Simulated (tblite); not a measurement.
C₇H₁₁BO₂.
Structure used (GFN2-xTB), in Å, numbered top down from 1:
```
atom  x, y, z in Å
C1    -3.1892    0.8782   -0.2500
C2    -1.9485    0.4511   -0.0051
C3    -1.7240   -0.8602    0.6863
C4    -0.8303    1.2864   -0.4216
C5     0.4897    1.1267   -0.3120
C6     1.2876    0.0006    0.2741
C7     1.5516   -1.1407   -0.7579
O8     2.9507   -1.1605   -0.9332
B9     3.5054   -0.2172   -0.1288
O10    2.5914    0.4650    0.6006
H11   -3.3840    1.8179   -0.7385
H12   -4.0541    0.3034    0.0332
H13   -1.2760   -0.7010    1.6658
H14   -2.6718   -1.3745    0.8272
H15   -1.0639   -1.4966    0.1018
H16   -1.1560    2.1976   -0.9103
H17    1.1281    1.9033   -0.7142
H18    0.8382   -0.3860    1.1932
H19    1.0702   -0.9359   -1.7199
H20    1.2284   -2.1197   -0.3900
H21    4.6476   -0.0209   -0.0702
```

Level: GFN2-xTB in tblite, geometry and Hessian alike; calculated harmonic values, unscaled, isolated species. Against measured fundamentals such values can be off by several per cent, at times by over 20. Modes of hydrogen on boron can be 10 to 20 % off. One conformer, not necessarily the lowest.

Harmonic wavenumbers (cm⁻¹): 25.2, 61.3, 89.6, 154.0, 214.7, 242.6, 286.7, 317.4, 376.5, 411.1, 471.7, 535.5, 640.3, 679.5, 732.7, 751.9, 772.3, 804.2, 824.9, 888.3, 893.9, 899.4, 938.6, 967.0, 1004.8, 1010.5, 1024.3, 1039.1, 1060.0, 1091.6, 1139.7, 1165.2, 1174.5, 1235.9, 1246.7, 1272.9, 1299.5, 1326.2, 1369.6, 1398.0, 1429.1, 1471.3, 1483.9, 1494.0, 1663.5, 1681.0, 2740.7, 2915.9, 2933.9, 2937.4, 3013.2, 3037.3, 3039.3, 3042.5, 3062.4, 3106.5, 3131.9.

A = 3544, B = 682.6, C = 635.2 MHz; mass 138.085 u (most abundant isotopes); point group C1, symmetry number 1.

Problem. What is the zero-point energy?

Solution. ½Σν̃ = 37011 cm⁻¹ = 105.82 kcal/mol.

Problem. Give the ideal-gas entropy at 273.15 K and 1 bar in the rigid-rotor, harmonic-oscillator model (classical rotation).

Solution. Translation 40.27, rotation 29.47, vibration 27.50: S = 97.2 cal/(mol K).

Problem. And Cp and H(273.15 K) − H(0)?

Solution. Cp = 36.90 cal/(mol K), of which vibrations give 28.95 (their classical limit is 57 R = 113.3); H(273.15 K) − H(0) = 6.01 kcal/mol without the zero-point energy, 3.84 from vibrations.

Problem. Blend soft modes into free rotors: weight 1/[1 + (100 cm⁻¹/ν̃)⁴] for the oscillator and the rest for a rotor with moment μB/(μ + B), μ = h/(8π²ν), B = 10⁻⁴⁴ kg m². What vibrational entropy results?

Solution. 24.42 cal/(mol K) in place of 27.50, which changes −T·S at 273.15 K by +0.84 kcal/mol.

Problem. What must be added to the electronic energy to get the Gibbs energy at 273.15 K and 1 bar?

Solution. ZPE + [H(273.15 K) − H(0)] − T·S = 105.82 + 6.01 − 26.56 = 85.27 kcal/mol.

Problem. Which modes carry the vibrational entropy at 273.15 K?

Solution. 25.2 cm⁻¹: 6.00; 61.3 cm⁻¹: 4.24; 89.6 cm⁻¹: 3.50; 154.0 cm⁻¹: 2.46; 214.7 cm⁻¹: 1.85; 242.6 cm⁻¹: 1.63 cal/(mol K); the other 51 give 7.83 together.

Problem. How do the functions run with temperature in this model?

Solution. 
```
 T (K)  S (cal/(mol K))  Cp (cal/(mol K))  H − H(0) (kcal/mol)  G − H(0) (kcal/mol)  ln q(vib)
    50             60.8              13.4                 0.53                -2.51       0.94
   100             71.5              18.2                 1.32                -5.83       2.28
298.15            100.6              40.0                 6.97               -23.02       7.41
373.15            110.6              49.0                10.32               -30.94       9.38
   500            126.8              62.2                17.40               -46.00      12.79
   750            155.7              80.1                35.37               -81.41      19.49
  1000            180.4              91.5                56.92              -123.51      25.87
```

q(vib) and H(0) count from the zero-point level.

Hindered rotation and anharmonicity are outside this model. Other conformers, if any are populated, would add a mixing term that is left out. The structure is chiral; the term R ln 2 for an equal mix with its mirror image is left out.
